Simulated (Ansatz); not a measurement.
`N#[C][SnH]([C]#N)[C]#N` + `CCCC` → `CCCCC#N` + `N#[C][SnH2][C]#N`  (formal exchange of groups at a C–Sn bond)

Program: Ansatz. Geometries: PBE0-D4/def2-TZVP. ΔE: electronic, gas phase. CCSD(T)/CBS is the MP2 limit (def2-TZVPP, def2-QZVPP) plus CCSD(T) − MP2 in def2-TZVPP, frozen cores. Functionals use def2-TZVPP. Elements past krypton have def2 core potentials. For Sn outer-core shells are correlated without core-valence functions, which leaves a few kJ/mol of doubt a bond. Each species was taken in one conformer, which may not be the lowest.

| level | ΔE (kJ/mol) | difference from CCSD(T)/CBS |
| --- | --- | --- |
| LDA (SPW92) | -24.8 | -31.8 |
| PBE-D4 | -7.2 | -14.2 |
| revPBE-D4 | -4.2 | -11.2 |
| r2SCANh-D4 | -7.0 | -14.0 |
| BHLYP-D4 | -4.1 | -11.1 |
| CAM-B3LYP-D4 | -6.0 | -13.0 |
| PBE | -6.8 | -13.8 |
| BHLYP | -5.0 | -12.0 |
| RPA@PBE/def2-TZVPP | 10.5 | 3.5 |
| CCSD/def2-SVP | -1.0 | -8.0 |
| CCSD(T)/def2-SVP | -0.3 | -7.3 |
| HF/def2-TZVPP | -2.3 | -9.3 |
| MP2/def2-TZVPP | 7.2 | 0.2 |
| CCSD/def2-TZVPP | 4.3 | -2.7 |
| HF/CBS(def2) | -2.3 | -9.3 |
| MP2/CBS(def2) | 8.2 | 1.2 |
| CCSD(T)/CBS | 7.0 | 0 |

Largest T1 diagnostic among the species: 0.015.

From BLYP to BHLYP (50 % exact exchange), in def2-TZVPP and without D4, ΔE moves by −5.2 kJ/mol. In def2-TZVPP, CCSD(T) changes the Hartree–Fock value by +8.3 kJ/mol (the triples alone add +1.7 kJ/mol) and MP2 by +9.5 kJ/mol.
